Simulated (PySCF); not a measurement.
Compound: C4H4ClP3.
SMILES with atom numbers: `[CH3:1][c:2]1[p:3][cH:4][p:5][c:6]([Cl:7])[p:8]1`

Cartesian coordinates in Å at the PBE0-D3(BJ)/def2-SVP level; atoms count from 1:
```xyz
12
C4H4ClP3 angstrom
C      2.2095    0.1483    0.3894
C      0.7197    0.0173    0.1533
P      0.0862   -1.5866    0.3974
C     -1.5988   -1.5133    0.0232
P     -2.7077   -0.2933   -0.4862
C     -1.7301    1.1472   -0.5940
Cl    -2.6420    2.5582   -1.0775
P     -0.0484    1.5081   -0.3138
H      2.4728    1.1295    0.8137
H      2.7635    0.0453   -0.5588
H      2.5802   -0.6331    1.0702
H     -2.0931   -2.4874    0.1465
```

NICS = −σ at a ghost point: NICS(0) at the centroid of the ring atoms, NICS(1) 1 Å to either side along the normal of their mean plane, zz for the tensor component along that normal. Level: GIAO HF/pcSseg-1 (PySCF, non-relativistic, gas phase) on the PBE0-D3(BJ)/def2-SVP geometry, one conformer.

Ring bond lengths (Å): C2–P3 1.742, P3–C4 1.728, C4–P5 1.726, P5–C6 1.744, C6–P8 1.743, P8–C2 1.741.

Q: What do the NICS probes read (ppm)?

A: 
```json
{"ring": "C2–P3–C4–P5–C6–P8", "type": "6-membered ring with 3 P; formal bonds all aromatic", "NICS(0)": "-7.5", "NICS(1), two faces": "-10.6 / -10.3", "NICS(1)zz, two faces": "-24.2 / -23.6", "rms pucker (Å)": "0.01", "centre to ring atoms, mean (Å)": "1.72"}
```

Q: What do they say, and how far can they be read as aromaticity?

A: 
- C2–P3–C4–P5–C6–P8: mean NICS(1)zz -23.9 ppm, shielded.

Q: And the bond-length index? HOMA = 1 − mean of α(R − Ropt)² over the ring bonds, with Krygowski's 1993 parameters (CP: Ropt 1.698 Å, α 118.91 Å⁻²).

A: 
- C2–P3–C4–P5–C6–P8: HOMA 0.81; the largest term is that of P5–C6, α(R − Ropt)² = 0.25.

Q: At the second NICS(1) probe listed for ring C2–P3–C4–P5–C6–P8, 1 Å off the ring, what do the in-plane components average?

A: The isotropic value is a third of the trace: (3 × -10.3 − (-23.6))/2 = -3.7 ppm.

Q: List the ring angles.

A: 
- C2–P3–C4–P5–C6–P8: C2 131.7°, P3 106.6°, C4 136.1°, P5 104.0°, C6 134.6°, P8 107.0°; sum 720.0° against 720° for a flat convex ring.

Q: How do the values depend on the level or the medium?

A: 
```csv
level,"NICS(0), C2–P3–C4–P5–C6–P8","mean NICS(1)zz, C2–P3–C4–P5–C6–P8"
"HF/pcSseg-1, gas",-7.5,-23.9
"PBE0/pcSseg-1, gas",-6.7,-22.4
"PBE0/pcSseg-1, IEF-PCM tetrahydrofuran",-6.7,-22.4
"PBE0/pcSseg-1, IEF-PCM water",-6.7,-22.3
```

The geometry is the same throughout; the continuum's cavity takes Bondi-type radii × 1.2.
